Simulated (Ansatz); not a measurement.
C$_{6}$H$_{16}$F$_{2}$N$_{2}$Zr (`CC[N](C)[Zr]([F])([F])[N](C)CC`), one more setting.

```yaml
crystal:
  periodic: [false, false, false]
  atoms:
    - {symbol: C, position_ang: [0.695351, 1.689981, 2.974983]}
    - {symbol: C, position_ang: [-0.275816, 2.015057, 1.883509]}
    - {symbol: N, position_ang: [-0.530441, 0.772716, 0.993718]}
    - {symbol: C, position_ang: [-1.282744, -0.263745, 1.590630]}
    - {symbol: Zr, position_ang: [0.251523, 1.058399, -0.915015]}
    - {symbol: F, position_ang: [-0.653374, 2.575763, -1.700360]}
    - {symbol: F, position_ang: [2.113011, 1.381788, -0.650369]}
    - {symbol: N, position_ang: [-0.236687, -0.607228, -1.925919]}
    - {symbol: C, position_ang: [-1.273276, -0.645959, -2.756312]}
    - {symbol: C, position_ang: [0.548229, -1.874075, -1.772538]}
    - {symbol: C, position_ang: [1.664004, -1.856798, -0.858362]}
    - {symbol: H, position_ang: [0.307544, 1.001441, 3.718704]}
    - {symbol: H, position_ang: [0.846683, 2.598582, 3.523634]}
    - {symbol: H, position_ang: [1.680028, 1.321321, 2.543036]}
    - {symbol: H, position_ang: [0.146250, 2.721871, 1.196611]}
    - {symbol: H, position_ang: [-1.186899, 2.339133, 2.142912]}
    - {symbol: H, position_ang: [-0.724092, -0.676303, 2.457613]}
    - {symbol: H, position_ang: [-1.467412, -1.056855, 0.913320]}
    - {symbol: H, position_ang: [-2.215638, 0.103821, 1.988742]}
    - {symbol: H, position_ang: [-1.055959, -0.888193, -3.824763]}
    - {symbol: H, position_ang: [-2.116153, -1.376557, -2.528909]}
    - {symbol: H, position_ang: [-1.824519, 0.373180, -2.856901]}
    - {symbol: H, position_ang: [0.851990, -2.164537, -2.859723]}
    - {symbol: H, position_ang: [-0.212979, -2.701224, -1.545598]}
    - {symbol: H, position_ang: [1.270512, -1.689410, 0.116523]}
    - {symbol: H, position_ang: [2.401412, -1.172919, -1.107557]}
    - {symbol: H, position_ang: [2.168400, -2.911405, -0.767074]}
basis:
  gaussian: {orbitals: def2-SVP}
hamiltonian: {xc: {name: HF}}
correlation: {active_space: {window: {electrons: 2, orbitals: 1}}}
output: {forces: true}
```

```sh
$ ansatz run in.yaml --threads 11 --pin off --events-out ev --progress --plain --max-ram 120832MiB --backend cpu
```

It prints (some lines left out):

```
Functional definition: HF
2570 factors; integrals over basis functions are off by at most 1.4e-3 eV
mean field evaluation 1: about -16060.7697 eV, gradient 6.4e1 eV
mean field evaluation 2: about -16061.1014 eV, gradient 6.4e1 eV
mean field evaluation 4: about -16070.3326 eV, gradient 6.4e0 eV
mean field evaluation 8: about -16070.4883 eV, gradient 1.3e-1 eV
mean field -16070.48840498 eV, -590.5795559148 hartree, gradient 1.4e-6 eV, S^2 0.000000; 0 other end points of the search recorded, 0 dependent functions left out
reference -16070.48840498 eV, -590.5795559148 hartree; 48, 48 occupied and 203, 203 virtual orbitals, 2570 factors
state -16070.48840498 eV, -590.5795559148 hartree
Total energy: -16070.48840498 eV, -590.5795559148 hartree
Atom 0 at     0.695351     1.689981     2.974983 Å, force     1.030835     0.087374    -0.049909 eV/Å
Atom 1 at    -0.275816     2.015057     1.883509 Å, force     2.712616    -4.798144    -3.309546 eV/Å
Atom 2 at    -0.530441     0.772716     0.993718 Å, force     1.159221     2.439990    -1.069541 eV/Å
Atom 3 at    -1.282744    -0.263745     1.590630 Å, force     0.926541     0.241447     1.899975 eV/Å
Atom 4 at     0.251523     1.058399    -0.915015 Å, force    -1.493800     0.416629     1.655087 eV/Å
Atom 5 at    -0.653374     2.575763    -1.700360 Å, force     0.088153     0.116690    -0.093600 eV/Å
Atom 6 at     2.113011     1.381788    -0.650369 Å, force     0.918796     0.154402    -0.048033 eV/Å
Atom 7 at    -0.236687    -0.607228    -1.925919 Å, force     4.930663    -1.158287     3.536933 eV/Å
Atom 8 at    -1.273276    -0.645959    -2.756312 Å, force    -6.051664     0.587075    -4.376325 eV/Å
Atom 9 at     0.548229    -1.874075    -1.772538 Å, force    -3.913091    -1.393444    -5.052690 eV/Å
Atom 10 at     1.664004    -1.856798    -0.858362 Å, force     1.035044    -3.778294     1.767347 eV/Å
Atom 11 at     0.307544     1.001441     3.718704 Å, force    -0.039660    -0.449840    -0.179353 eV/Å
Atom 12 at     0.846683     2.598582     3.523634 Å, force     0.641864     0.675826     0.469399 eV/Å
Atom 13 at     1.680028     1.321321     2.543036 Å, force    -1.348238     0.457084     0.710058 eV/Å
Atom 14 at     0.146250     2.721871     1.196611 Å, force     0.397880     0.999882    -0.111412 eV/Å
Atom 15 at    -1.186899     2.339133     2.142912 Å, force    -3.569412     1.641275     1.690099 eV/Å
Atom 16 at    -0.724092    -0.676303     2.457613 Å, force    -0.407443    -0.198637    -0.308081 eV/Å
Atom 17 at    -1.467412    -1.056855     0.913320 Å, force    -0.309758    -0.870419    -0.787604 eV/Å
Atom 18 at    -2.215638     0.103821     1.988742 Å, force    -0.768047     0.043892     0.114903 eV/Å
Atom 19 at    -1.055959    -0.888193    -3.824763 Å, force     0.382202     0.049046     0.462876 eV/Å
Atom 20 at    -2.116153    -1.376557    -2.528909 Å, force     0.961594     0.584666     0.305286 eV/Å
Atom 21 at    -1.824519     0.373180    -2.856901 Å, force     0.974164    -1.547456     0.418692 eV/Å
Atom 22 at     0.851990    -2.164537    -2.859723 Å, force    -0.059137     0.459421     1.844442 eV/Å
Atom 23 at    -0.212979    -2.701224    -1.545598 Å, force     1.129388     1.092336     0.184496 eV/Å
Atom 24 at     1.270512    -1.689410     0.116523 Å, force     0.058852     0.524971     1.210799 eV/Å
Atom 25 at     2.401412    -1.172919    -1.107557 Å, force     1.614226     1.533379    -0.400309 eV/Å
Atom 26 at     2.168400    -2.911405    -0.767074 Å, force    -1.001788     2.089136    -0.483991 eV/Å
Dipole moment:    -0.076831    -0.517127     0.171750 e Å
```

Run time 5.5 s (11 threads of an AMD EPYC 7R13 on a shared host); peak host memory 1.4 GiB.
